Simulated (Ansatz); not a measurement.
Steps of a relaxation of C₂H₅ClO₂Si (`Cl[SiH2]OC1CO1`) with RKS PBE-D4/def2-SVP.

```sh
$ ansatz run in.yaml --threads 4 --pin off --events-out ev --progress --plain --max-ram 10444MiB
```

```yaml
crystal:
  periodic: [false, false, false]
  atoms:
    - {symbol: Cl, position_ang: [-0.725400, -3.053800, -0.020000]}
    - {symbol: Si, position_ang: [0.404100, -1.632300, -0.979100]}
    - {symbol: O, position_ang: [-0.353700, -0.152300, -0.761700]}
    - {symbol: C, position_ang: [-0.158600, 0.440700, 0.558900]}
    - {symbol: C, position_ang: [-0.333900, 1.925400, 0.583100]}
    - {symbol: O, position_ang: [0.910600, 1.275300, 0.806600]}
    - {symbol: H, position_ang: [1.784400, -1.676100, -0.360700]}
    - {symbol: H, position_ang: [0.483600, -1.957700, -2.427600]}
    - {symbol: H, position_ang: [-0.661800, -0.084500, 1.448900]}
    - {symbol: H, position_ang: [-0.804100, 2.393500, 1.483400]}
    - {symbol: H, position_ang: [-0.479900, 2.464900, -0.311300]}
basis:
  gaussian: {orbitals: def2-SVP}
hamiltonian: {xc: pbe, dispersion: d4}
relax: {f_tol: 0.03, max_steps: 200}
```

Positions (Å) and forces (eV/Å) along the path, 12 of 19 steps:

```xyz
11
step=1 energy=-26623.1961 eV
Cl   -0.725   -3.054   -0.020   -0.288   -0.458    0.223
Si    0.404   -1.632   -0.979    0.668   -0.233   -0.046
O    -0.354   -0.152   -0.762    0.821    0.567    1.678
C    -0.159    0.441    0.559   -2.614    0.764   -0.522
C    -0.334    1.925    0.583   -0.544   -1.093    2.118
O     0.911    1.275    0.807    1.153   -0.298   -0.156
H     1.784   -1.676   -0.361   -0.226    0.128   -0.059
H     0.484   -1.958   -2.428   -0.151    0.111   -0.160
H    -0.662   -0.085    1.449    0.936   -0.137   -1.085
H    -0.804    2.393    1.483    0.231   -0.136   -0.213
H    -0.480    2.465   -0.311    0.014    0.785   -1.780
11
step=2 energy=-26623.5001 eV
Cl   -0.712   -3.114    0.015    0.046    0.045    0.030
Si    0.420   -1.649   -0.943    0.132   -0.110   -0.185
O    -0.324   -0.148   -0.783    0.022    0.522    1.169
C    -0.267    0.479    0.509   -0.533   -0.515   -0.256
C    -0.345    1.958    0.604   -0.344   -0.659    0.524
O     0.875    1.221    0.784    0.536    0.201    0.008
H     1.795   -1.638   -0.336   -0.116   -0.021    0.024
H     0.452   -1.953   -2.404   -0.048    0.038    0.003
H    -0.621   -0.192    1.358    0.153    0.455   -0.728
H    -0.758    2.428    1.524    0.059   -0.083   -0.145
H    -0.448    2.551   -0.308    0.093    0.127   -0.445
11
step=6 energy=-26623.5848 eV
Cl   -0.545   -3.153    0.067   -0.033    0.023   -0.005
Si    0.440   -1.638   -0.968    0.159   -0.195    0.044
O    -0.295   -0.162   -0.667   -0.090    0.115   -0.037
C    -0.323    0.474    0.567    0.061   -0.001    0.058
C    -0.326    1.940    0.592    0.018    0.029   -0.026
O     0.844    1.172    0.953   -0.088   -0.027   -0.017
H     1.861   -1.656   -0.493   -0.016    0.037   -0.041
H     0.300   -1.867   -2.436   -0.023    0.026    0.008
H    -0.807   -0.124    1.366    0.001   -0.002   -0.009
H    -0.816    2.490    1.418    0.009    0.001   -0.010
H    -0.267    2.467   -0.379    0.003   -0.006    0.034
11
step=7 energy=-26623.5879 eV
Cl   -0.513   -3.132    0.106   -0.036   -0.021    0.030
Si    0.448   -1.634   -0.969    0.077   -0.072    0.008
O    -0.294   -0.156   -0.679   -0.047    0.034   -0.007
C    -0.340    0.470    0.561    0.008    0.021   -0.007
C    -0.317    1.935    0.597   -0.023    0.027    0.000
O     0.827    1.144    0.980    0.017   -0.014    0.019
H     1.880   -1.634   -0.533    0.007    0.026   -0.016
H     0.271   -1.882   -2.428   -0.006    0.011   -0.029
H    -0.854   -0.124    1.343   -0.012   -0.030    0.008
H    -0.817    2.490    1.413    0.007    0.002    0.003
H    -0.225    2.467   -0.368    0.008    0.016   -0.010
11
step=8 energy=-26623.5892 eV
Cl   -0.430   -3.104    0.198    0.030    0.027   -0.037
Si    0.460   -1.630   -0.976    0.030    0.060    0.009
O    -0.296   -0.153   -0.692   -0.024   -0.038    0.067
C    -0.384    0.462    0.553    0.038    0.072   -0.001
C    -0.296    1.928    0.603    0.033   -0.060   -0.024
O     0.788    1.078    1.047   -0.110    0.020   -0.032
H     1.919   -1.585   -0.632   -0.055   -0.018    0.010
H     0.213   -1.902   -2.423   -0.010   -0.037    0.015
H    -0.970   -0.118    1.299    0.048    0.041   -0.079
H    -0.818    2.500    1.395    0.027   -0.015   -0.010
H    -0.120    2.466   -0.350   -0.008   -0.052    0.082
11
step=9 energy=-26623.5904 eV
Cl   -0.436   -3.100    0.186    0.007   -0.003    0.010
Si    0.461   -1.625   -0.977   -0.010    0.006    0.007
O    -0.300   -0.150   -0.697   -0.006   -0.032    0.012
C    -0.380    0.464    0.548    0.008    0.042   -0.001
C    -0.298    1.928    0.605    0.013   -0.023   -0.002
O     0.791    1.082    1.035   -0.022    0.003   -0.005
H     1.913   -1.583   -0.612   -0.028    0.002   -0.017
H     0.215   -1.916   -2.420    0.023    0.011    0.004
H    -0.957   -0.121    1.295    0.015    0.017   -0.031
H    -0.813    2.495    1.404    0.003   -0.005   -0.004
H    -0.132    2.470   -0.346   -0.001   -0.018    0.026
11
step=10 energy=-26623.5912 eV
Cl   -0.410   -3.109    0.194    0.006    0.001    0.000
Si    0.459   -1.622   -0.976    0.000   -0.006   -0.002
O    -0.323   -0.159   -0.696    0.002    0.027    0.012
C    -0.395    0.463    0.546   -0.012   -0.013    0.000
C    -0.288    1.925    0.604    0.006   -0.003   -0.018
O     0.785    1.062    1.037    0.003   -0.006    0.000
H     1.911   -1.558   -0.619   -0.009    0.004   -0.001
H     0.217   -1.915   -2.419    0.003   -0.001    0.003
H    -0.984   -0.109    1.290   -0.001   -0.002    0.006
H    -0.797    2.499    1.403   -0.001   -0.001    0.000
H    -0.110    2.466   -0.344    0.003    0.000    0.002
11
step=14 energy=-26623.5927 eV
Cl   -0.258   -3.111    0.254    0.016    0.023   -0.013
Si    0.461   -1.592   -0.977   -0.012   -0.001    0.017
O    -0.410   -0.178   -0.698    0.014   -0.026   -0.001
C    -0.478    0.453    0.538    0.020    0.039    0.017
C    -0.239    1.901    0.603    0.017   -0.043    0.019
O     0.731    0.941    1.081   -0.060    0.019   -0.021
H     1.918   -1.417   -0.684   -0.015   -0.006    0.002
H     0.186   -1.935   -2.402   -0.002    0.004   -0.007
H    -1.150   -0.062    1.256    0.015    0.015   -0.012
H    -0.725    2.520    1.382    0.009   -0.010   -0.012
H     0.030    2.422   -0.335   -0.003   -0.014    0.010
11
step=15 energy=-26623.5929 eV
Cl   -0.246   -3.113    0.255    0.009    0.012   -0.007
Si    0.460   -1.590   -0.976   -0.009    0.006    0.008
O    -0.416   -0.181   -0.695    0.010   -0.017    0.008
C    -0.484    0.453    0.539    0.021    0.027    0.005
C    -0.236    1.899    0.603    0.012   -0.030    0.014
O     0.727    0.934    1.084   -0.044    0.012   -0.014
H     1.917   -1.409   -0.686   -0.008   -0.002    0.001
H     0.184   -1.931   -2.402   -0.002   -0.001   -0.005
H    -1.160   -0.056    1.256    0.006    0.004   -0.006
H    -0.719    2.523    1.379    0.005   -0.006   -0.007
H     0.038    2.415   -0.336    0.000   -0.004    0.003
11
step=16 energy=-26623.5930 eV
Cl   -0.224   -3.115    0.259   -0.002   -0.001    0.003
Si    0.461   -1.587   -0.977   -0.008    0.007    0.000
O    -0.426   -0.185   -0.693    0.006   -0.009    0.011
C    -0.494    0.453    0.540    0.014    0.010   -0.005
C    -0.230    1.895    0.603    0.007   -0.010    0.001
O     0.718    0.921    1.092   -0.017    0.001   -0.005
H     1.917   -1.395   -0.694    0.000    0.003   -0.004
H     0.178   -1.930   -2.401    0.002    0.000    0.000
H    -1.180   -0.047    1.254   -0.003   -0.003   -0.001
H    -0.711    2.526    1.373    0.000    0.001    0.001
H     0.056    2.405   -0.336    0.000    0.002    0.000
11
step=18 energy=-26623.5931 eV
Cl   -0.133   -3.111    0.290    0.003    0.014   -0.012
Si    0.462   -1.571   -0.979    0.009    0.003    0.006
O    -0.466   -0.198   -0.688   -0.007   -0.010    0.005
C    -0.538    0.450    0.539    0.016    0.016    0.017
C    -0.203    1.879    0.604    0.015   -0.026   -0.021
O     0.679    0.860    1.126   -0.042    0.016   -0.014
H     1.919   -1.325   -0.741   -0.015   -0.004   -0.004
H     0.154   -1.937   -2.393    0.002   -0.003    0.014
H    -1.272   -0.011    1.233    0.025    0.019   -0.026
H    -0.674    2.539    1.357    0.007   -0.007    0.001
H     0.137    2.370   -0.328   -0.012   -0.017    0.035
11
step=19 energy=-26623.5932 eV
Cl   -0.145   -3.109    0.287    0.001    0.005   -0.002
Si    0.463   -1.573   -0.979   -0.001    0.004    0.003
O    -0.460   -0.196   -0.689   -0.002   -0.009    0.000
C    -0.533    0.451    0.538    0.010    0.011    0.005
C    -0.206    1.881    0.604    0.006   -0.013   -0.009
O     0.683    0.867    1.122   -0.016    0.005   -0.003
H     1.920   -1.334   -0.736   -0.008    0.000   -0.004
H     0.156   -1.938   -2.393    0.003    0.000    0.006
H    -1.260   -0.016    1.234    0.010    0.007   -0.011
H    -0.679    2.536    1.360    0.002   -0.004    0.000
H     0.127    2.375   -0.328   -0.005   -0.006    0.014
```

It took 27 s on 4 threads of an Arm Neoverse V1 on a shared host, with 0.17 GiB of host memory at the peak.
